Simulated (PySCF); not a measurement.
Members of one series of related molecules.

All values: B3LYP/def2-SVPD (PySCF) at PBE0-D3(BJ)/def2-SVP geometries, gas phase, one conformer each. Core orbitals are frozen in the response; Δα² is half the sum of the squared differences of the principal polarisabilities. The calculation is non-relativistic, for germanium too.

Question: Rank by dipole moment, lowest first.
A. `[SiH3:1][S:2][c:3]1[cH:4][c:5]2[s:6][cH:7][cH:8][c:9]2[s:10]1` with Si1–S2–C3–C4 95°
B. `[GeH3:1][O:2][c:3]1[cH:4][c:5]2[s:6][cH:7][cH:8][c:9]2[s:10]1` with Ge1–O2–C3–C4 179°
C. `[SiH3:1][NH:2][c:3]1[cH:4][c:5]2[s:6][cH:7][cH:8][c:9]2[s:10]1` with Si1–N2–C3–C4 -179°

Answer: A (1.48 D), C (1.66 D), B (2.38 D).

Question: Rank by HOMO energy, lowest first.
A. `[SiH3]Nc1cc2sccc2s1`
B. `[SiH3]Sc1cc2sccc2s1`
C. `[GeH3][O]C1=CC2=C(C=CS2)S1`
D. `CNc1cc2sccc2s1`

Answer: B (-6.23 eV), C (-5.52 eV), A (-5.35 eV), D (-5.21 eV).

All values together:

```
               SMILES    formula  μ (D)  HOMO (eV)  LUMO (eV)  α (Å³)  Δα (Å³)  electrons  α per electron (Å³)  ΔSCF removal energy (eV)
  [SiH3]Nc1cc2sccc2s1  C6H7NS2Si   1.66      -5.35      -0.69   22.05    17.28         96                0.230                      7.07
  [SiH3]Sc1cc2sccc2s1   C6H6S3Si   1.48      -6.23      -1.44   23.85    15.89        104                0.229                      7.93
[GeH3][O]c1cc2sccc2s1  C6H6GeOS2   2.38      -5.52      -0.89   21.42    15.81        114                0.188                      7.29
       CNc1cc2sccc2s1    C7H7NS2   2.40      -5.21      -0.59   19.70    14.42         88                0.224                      6.97
```

Conformers: `[SiH3:1][NH:2][c:3]1[cH:4][c:5]2[s:6][cH:7][cH:8][c:9]2[s:10]1` with Si1–N2–C3–C4 -179°; `[SiH3:1][S:2][c:3]1[cH:4][c:5]2[s:6][cH:7][cH:8][c:9]2[s:10]1` with Si1–S2–C3–C4 95°; `[GeH3:1][O:2][c:3]1[cH:4][c:5]2[s:6][cH:7][cH:8][c:9]2[s:10]1` with Ge1–O2–C3–C4 179°; `[CH3:1][NH:2][c:3]1[cH:4][c:5]2[s:6][cH:7][cH:8][c:9]2[s:10]1` with C1–N2–C3–C4 10°.
